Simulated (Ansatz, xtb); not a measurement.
# Two isomers of H7N2OSi+

Structure X: `N[Si@H]([NH3+])O`, a singlet. Structure Y: `N[SiH](N)[OH2+]`, a singlet. Both are isolated ions in the gas phase, relaxed with PBE0-D3(BJ)/def2-SVP; the shapes shown needn't be the lowest conformers.

X (Å):

```xyz
11

N    -1.4404   -0.8821   -2.3231
N    -0.8419   -2.9140   -0.3165
O     0.6502   -0.8244   -0.4137
Si   -0.1502   -1.6467   -1.5721
H    -1.6682   -1.0398   -3.3000
H    -1.9646   -0.1097   -1.9236
H     0.6056   -2.5115   -2.4956
H     1.1969   -0.0514   -0.5958
H    -1.2750   -2.4274    0.4786
H    -1.5508   -3.5377   -0.7182
H    -0.0974   -3.5022    0.0780
```

Y (Å):

```yaml
atoms:
  - { symbol: N, position_ang: [-0.7461, -0.1162, -1.4047] }
  - { symbol: N, position_ang: [0.6867, -2.5311, -1.6919] }
  - { symbol: O, position_ang: [-1.8210, -2.7979, -0.8748] }
  - { symbol: Si, position_ang: [-0.3451, -1.5989, -0.7415] }
  - { symbol: H, position_ang: [-0.9901, 0.6850, -0.8312] }
  - { symbol: H, position_ang: [-0.7034, 0.1113, -2.3929] }
  - { symbol: H, position_ang: [-0.3343, -1.5825, 0.7301] }
  - { symbol: H, position_ang: [1.3411, -2.0848, -2.3280] }
  - { symbol: H, position_ang: [1.0042, -3.4574, -1.4224] }
  - { symbol: H, position_ang: [-2.6534, -2.7023, -0.3821] }
  - { symbol: H, position_ang: [-1.9759, -3.2554, -1.7191] }
```

Quicker runs give these differences E(Y) − E(X): GFN2-xTB +22.0 kcal/mol; HF/STO-3G +11.9 kcal/mol (at GFN2-xTB geometries); r2SCAN-D4/def2-SVP +21.2 kcal/mol (at GFN2-xTB geometries).

Task: Estimate E(Y) − E(X) at the level CCSD(T)/def2-SVP + ΔMP2/def2-TZVPP.

Result: Calculated at CCSD(T)/def2-SVP + ΔMP2/def2-TZVPP: E(Y) − E(X) = +24.3 kcal/mol, so structure X lies lower.

Level by level:

```json
{"level": "GFN2-xTB", "geometry": "GFN2-xTB", "E(Y) − E(X) (kcal/mol)": "+22.0", "departure from the last row (kcal/mol)": "−2.3", "job, with rough time for the two": "optimisation, 0.33 s"}
{"level": "HF/STO-3G", "geometry": "GFN2-xTB", "E(Y) − E(X) (kcal/mol)": "+11.9", "departure from the last row (kcal/mol)": "−12.5", "job, with rough time for the two": "single point, 0.24 s"}
{"level": "r2SCAN-D4/def2-SVP", "geometry": "GFN2-xTB", "E(Y) − E(X) (kcal/mol)": "+21.2", "departure from the last row (kcal/mol)": "−3.1", "job, with rough time for the two": "single point, 3.5 s"}
{"level": "PBE0-D3(BJ)/def2-SVP", "geometry": "PBE0-D3(BJ)/def2-SVP", "E(Y) − E(X) (kcal/mol)": "+21.9", "departure from the last row (kcal/mol)": "−2.4", "job, with rough time for the two": "optimisation, 41 s"}
{"level": "HF/def2-SVP", "geometry": "PBE0-D3(BJ)/def2-SVP", "E(Y) − E(X) (kcal/mol)": "+22.3", "departure from the last row (kcal/mol)": "−2.1", "job, with rough time for the two": "part of the CCSD(T) run"}
{"level": "MP2/def2-SVP", "geometry": "PBE0-D3(BJ)/def2-SVP", "E(Y) − E(X) (kcal/mol)": "+22.9", "departure from the last row (kcal/mol)": "−1.5", "job, with rough time for the two": "part of the CCSD(T) run"}
{"level": "CCSD(T)/def2-SVP", "geometry": "PBE0-D3(BJ)/def2-SVP", "E(Y) − E(X) (kcal/mol)": "+22.9", "departure from the last row (kcal/mol)": "−1.4", "job, with rough time for the two": "single point"}
{"level": "CCSD(T)/def2-SVP + ΔMP2/def2-TZVPP", "geometry": "PBE0-D3(BJ)/def2-SVP", "E(Y) − E(X) (kcal/mol)": "+24.3", "departure from the last row (kcal/mol)": "", "job, with rough time for the two": "single point, 20 s"}
```

As drawn, Y has 1 O–H in place of 1 N–H.

The levels shown agree on the order. The largest departure from CCSD(T)/def2-SVP + ΔMP2/def2-TZVPP is that of HF/STO-3G, 12.5 kcal/mol. The last row adds to CCSD(T) the change of the MP2 difference between the two basis sets, here +1.4 kcal/mol.

With harmonic frequencies from PBE0-D3(BJ)/def2-SVP (ideal gas, rigid rotor, one conformer each, 298.15 K, 1 atm): on the last row, ΔE + ΔZPE = +23.0, ΔH = +23.3, ΔG = +23.2 kcal/mol.

The correlated steps freeze 8 core orbitals. Programs: Ansatz 0.2.0, xtb 6.7.1; the last row on 2 threads of Arm Neoverse V2 on a shared host.
